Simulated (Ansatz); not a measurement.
Input for Ansatz (a quantum-chemistry and plane-wave program): U-CCSD(T)/cc-pVTZ on C2H5B (SMILES BC=C), a point of a bond scan (R = 1.303 Å).

Ansatz 0.2 input:
```yaml
crystal:
  periodic: [false, false, false]
  atoms:
    - {symbol: B, position_ang: [-0.19234175, 0.13481091, 1.34229151]}
    - {symbol: H, position_ang: [-0.50441493, 1.28521043, 1.41149558]}
    - {symbol: H, position_ang: [-0.13703202, -0.51541306, 2.34021942]}
    - {symbol: C, position_ang: [0.12716890, -0.46653708, -0.03328683]}
    - {symbol: C, position_ang: [0.06087359, 0.27672265, -1.14769155]}
    - {symbol: H, position_ang: [0.41541955, -1.50959045, -0.14140796]}
    - {symbol: H, position_ang: [0.32450400, -0.19768842, -2.33195213]}
    - {symbol: H, position_ang: [-0.22108437, 1.32324500, -1.10131893]}
basis:
  gaussian:
    orbitals: cc-pVTZ
correlation: {method: ccsd_t, electrons: outside_noble_gas}
scf: {omitted_lower_state_checks: [cluster_reference]}
magnetization: {spin_polarized: true, initial_magnetization: 0}
```

The log:

```
WARN ansatz: RAYON_NUM_THREADS=1 ignored (pool sized by the plan → 1); use --threads N
Functional definition: HF
these checks for a lower state are left out or cut short: cluster_reference
integrals: 0.70 GiB planned
901 factors; integrals over basis functions are off by at most 1.5e-3 eV
mean field: 0.41 GiB planned
mean field evaluation 1: about -2809.0291 eV, gradient 1.8e1 eV
mean field evaluation 2: about -2809.0302 eV, gradient 1.8e1 eV
mean field evaluation 4: about -2810.9933 eV, gradient 2.1e0 eV
mean field evaluation 8: about -2811.0240 eV, gradient 2.7e-4 eV
mean field evaluation 16: about -2811.0245 eV, gradient 8.7e-2 eV
mean field evaluation 32: about -2809.4767 eV, gradient 7.2e0 eV
mean field -2811.02457016 eV, -103.3032475724 hartree, gradient 7.9e-6 eV, S^2 0.027918; 3 other end points of the search recorded, 0 dependent functions left out
3 core orbitals not correlated
reference -2811.02457016 eV, -103.3032475724 hartree; 8, 8 occupied and 149, 149 virtual orbitals, 901 factors
second order -11.64196288 eV of doubles, -0.00000000 eV of singles
coupled cluster: 1.86 GiB planned
cycle   1  -12.18416853 eV  change   -5.4e-1 eV  update   8.1e-2
cycle   2  -12.55475173 eV  change   -3.7e-1 eV  update   2.9e-2
cycle   3  -12.63184507 eV  change   -7.7e-2 eV  update   1.6e-2
cycle   4  -12.63295778 eV  change   -1.1e-3 eV  update   8.4e-3
cycle   5  -12.63540718 eV  change   -2.4e-3 eV  update   4.4e-3
cycle   6  -12.63608980 eV  change   -6.8e-4 eV  update   1.8e-3
cycle   7  -12.63638019 eV  change   -2.9e-4 eV  update   5.1e-4
cycle   8  -12.63645639 eV  change   -7.6e-5 eV  update   1.7e-4
cycle   9  -12.63641907 eV  change    3.7e-5 eV  update   5.8e-5
cycle  10  -12.63639475 eV  change    2.4e-5 eV  update   2.2e-5
cycle  11  -12.63640202 eV  change   -7.3e-6 eV  update   9.2e-6
coupled cluster: 1.87 GiB planned
perturbative correction -0.54555865 eV, -0.0200489108 hartree
Total energy: -2824.20653084 eV, -103.7876756922 hartree
Checks for a lower state left out: cluster_reference
```

The calculation finished and met its thresholds.

Cost: very roughly 60 core-seconds.
